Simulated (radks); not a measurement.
Values are calculated unless marked as measured or tabulated.
Radial electron density D(r) = 4 pi r^2 rho(r) of an atom or ion with 24 electrons. Level of theory: Dirac Kohn-Sham, PBE, spin-unpolarised, spherical densities, point nucleus (a radial shooting solver on a logarithmic mesh with Libxc functionals).

```
   r/bohr * D(r) (the largest magnitude, 102, reaches the edge; | marks zero)
 0.001142 | *
 0.001417 |  *
 0.001773 |    *
   0.0022 |      *
 0.002753 |        *
 0.003417 |           *
  0.00424 |                *
 0.005305 |                     *
 0.006584 |                          *
 0.008171 |                                *
  0.01022 |                                      *
  0.01269 |                                          *
  0.01575 |                                           *
   0.0197 |                                          *
  0.02445 |                                        *
  0.03059 |                                      *
  0.03796 |                                       *
  0.04712 |                                             *
  0.05895 |                                                    *
  0.07316 |                                                      *
   0.0908 |                                                *
   0.1136 |                                     *
    0.141 |                                *
    0.175 |                                   *
   0.2189 |                                    *
   0.2717 |                            *
   0.3399 |             *
   0.4218 |   *
   0.5236 |*
    0.655 *
   0.8129 *
```

What is the nuclear charge?

Answer. Z = 61. The innermost maximum, from 1s, lies near gamma/Z bohr with gamma = sqrt(1 - (Z/c)^2) = 0.895, here 0.0147 bohr (found: 0.0161), and its height grows with Z. The density is that of the promethium ion Pm37+ in [Ar] 3d6; the configuration itself is not fixed sharply by these data, and Z only to a few units. D(r) has 3 maxima, at r = 0.0161, 0.0697, 0.205 bohr, and minima at 0.0316, 0.143 bohr, inside which lie 2.03, 11.22 electrons.
